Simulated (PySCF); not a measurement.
C3H8GeO, SMILES C=[CH][GeH2][O]C, B3LYP/def2-SVP optimised geometry.

```
13

Ge    -0.67    -1.24     0.00
C      1.27    -1.24     0.00
C      2.00    -1.82    -0.97
O     -1.16     0.48     0.00
C     -2.52     0.84     0.06
H     -1.20    -1.94    -1.27
H     -1.27    -1.90     1.27
H      1.79    -0.75     0.84
H      3.09    -1.82    -0.95
H      1.53    -2.31    -1.83
H     -3.09     0.51    -0.82
H     -2.59     1.94     0.11
H     -3.03     0.44     0.96
```

Density from B3LYP/def2-TZVP (PySCF) at that geometry.

Minimum of the electron density along straight lines between bonded atoms, close to the bond critical point (lines longer than 1.1 times the sum of covalent radii, or with two minima, are not listed):

```tsv
bond	length / Å	ρ at the minimum / e bohr⁻³	∇²ρ there / e bohr⁻⁵	position (fraction from the first atom)
Ge1–C2	1.940	0.132	0.11	0.47
C2–C3	1.338	0.349	-1.06	0.50
Ge1–O4	1.795	0.138	0.60	0.47
O4–C5	1.406	0.264	-0.61	0.64
Ge1–H6	1.549	0.132	0.05	0.59
Ge1–H7	1.550	0.131	0.05	0.59
C2–H8	1.097	0.276	-0.95	0.65
C3–H9	1.096	0.279	-0.97	0.65
C3–H10	1.096	0.279	-0.98	0.65
C5–H11	1.109	0.275	-0.94	0.64
C5–H12	1.103	0.279	-0.97	0.65
C5–H13	1.109	0.274	-0.94	0.64
```
